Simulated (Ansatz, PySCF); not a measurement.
System: PbBr, charge 1, multiplicity 1. SMILES: [Br][Pb+]
Structure (B3LYP-D3(BJ)/def2-TZVP (Ansatz, a quantum-chemistry and plane-wave program) minimum search):
```
Pb
Br 1 2.5116
```
Charge +1, spin multiplicity 1.

Quantity: vertical ionisation energy (to the doublet state of charge +2; each state is the SCF solution reached for its spin), in eV. Cores are frozen in the correlated levels unless marked. Open shells are spin-unrestricted. Spin-orbit coupling is left out. The frozen core is the preceding noble-gas configuration, with the filled d and f shells of earlier blocks. In def2 rows, elements after Kr have scalar-relativistic effective core potentials. CBS marks a two-point X^-3 extrapolation of the correlation energy; Hartree-Fock from the larger set.

```csv
level,program,vertical ionisation energy (eV)
SVWN5/def2-TZVPD,Ansatz,16.58
PBE/def2-TZVPD,Ansatz,16.22
r2SCAN/def2-TZVPD,Ansatz,16.23
B3LYP/def2-TZVPD,Ansatz,16.21
PBE0/def2-TZVPD,Ansatz,16.12
CAM-B3LYP/def2-TZVPD,Ansatz,16.13
wB97M-V/def2-TZVPD,Ansatz,16.00
wB97X-V/def2-TZVPD,Ansatz,16.03
CCSD/def2-SVPD,Ansatz,15.82
CCSD/def2-TZVPPD,Ansatz,15.86
CCSD/def2-QZVPPD,Ansatz,15.95
"CCSD/CBS(def2-TZVPPD,def2-QZVPPD)",Ansatz,16.03
CCSD(T)/def2-TZVPPD,Ansatz,15.98
CCSD(T)/def2-QZVPPD,Ansatz,16.08
"CCSD(T)/CBS(def2-TZVPPD,def2-QZVPPD)",Ansatz,16.16
```

For comparison, minus the highest occupied orbital energy (PySCF): 14.50 eV at MN15/def2-TZVPD, 16.43 eV at HF/def2-TZVPD, 14.88 eV at M06-2X/def2-TZVPD.
